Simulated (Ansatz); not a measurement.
C3H9Cl2MoNO2, SMILES `C[N]=[Mo]([Cl])([Cl])([O]C)[O]C` at its PBE0-D4/def2-TZVP geometry, where that method's forces vanish. Charge 0, multiplicity 1. Mo: def2 effective core potential.

```xyz
18

C    -2.5690   -0.8063   -1.2271
N    -1.3349   -0.7034   -0.5509
Mo   -0.0892   -0.3761    0.5356
Cl    0.0134   -2.0085    2.1955
Cl   -1.5264    0.7722    2.0285
O     0.6644    1.2900    0.2213
C     0.2288    2.6008    0.0068
O     1.3515   -1.2606   -0.2696
C     2.6415   -1.4259    0.2465
H    -3.3382   -0.2982   -0.6342
H    -2.5043   -0.3351   -2.2118
H    -2.8449   -1.8574   -1.3488
H    -0.4862    2.8795    0.7885
H     1.0944    3.2662    0.0448
H    -0.2539    2.6906   -0.9712
H     3.0750   -0.4633    0.5447
H     3.2718   -1.8799   -0.5214
H     2.6064   -2.0846    1.1227
```

Problem. What forces (eV/Å) does B3LYP-D4/def2-TZVPP give on these atoms in Ansatz 0.2.0? (Estimate.)

Solution. The calculation gave: 
```
C1  -0.239 -0.015 -0.119
N2  -0.176 -0.095 -0.255
Mo3  0.028 -0.028  0.199
Cl4  0.021 -0.246  0.241
Cl5 -0.204  0.156  0.206
O6   0.241  0.067 -0.022
C7  -0.073  0.374 -0.046
O8   0.044 -0.123 -0.242
C9   0.373 -0.085  0.096
H10  0.013 -0.028 -0.046
H11 -0.024 -0.027  0.039
H12 -0.006  0.053 -0.006
H13  0.050  0.002 -0.062
H14 -0.054 -0.019 -0.007
H15  0.022  0.001  0.050
H16 -0.019 -0.054 -0.015
H17 -0.018  0.024  0.046
H18  0.020  0.043 -0.057
```

B3LYP here is the variant with VWN-RPA as its local correlation; programs differ in this.
